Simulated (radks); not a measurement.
Values are calculated unless marked as measured or tabulated.
Question: The mean radii <r> (bohr) of the occupied orbitals of an atom or ion are listed with their occupations. Code: a radial shooting solver on a logarithmic mesh with Libxc functionals. Model: Dirac Kohn-Sham, PBE, spin-unpolarised, spherical densities, finite nucleus; Fermi nuclear charge, rms radius of each element as measured or else 0.836 A^(1/3) + 0.57 fm.

orbital     occ.      <r>
1s1/2          2  0.02151
2s1/2          2  0.09096
2p1/2          2  0.07589
2p3/2          4  0.08284
3s1/2          2   0.2389
3p1/2          2   0.2286
3p3/2          4   0.2418
3d3/2          4   0.2140
3d5/2          6   0.2182
4s1/2          2   0.5410
4p1/2          2   0.5521
4p3/2          4   0.5820
4d3/2          4   0.6150
4d5/2          6   0.6254
5s1/2          2    1.251
5p1/2          1    1.359
5p3/2          2    1.427
4f5/2    3.42857   0.7789
4f7/2    4.57143   0.7869
7s1/2          1    4.483

Name the element and its charge. Open shells, if any, are shared by 2j + 1.

Answer: Z = 65, terbium, charge +5: Tb5+ in [Kr] 4d10 4f8 5s2 5p3 7s1. The 1s radius gives Z: for a bare nucleus <r> = (2 gamma + 1)/(2Z) with gamma = sqrt(1 - (Z/c)^2), 0.02124 bohr for Z = 65, and screening makes it slightly larger (0.02151 here). The occupations add up to 60, and the charge is Z minus that.
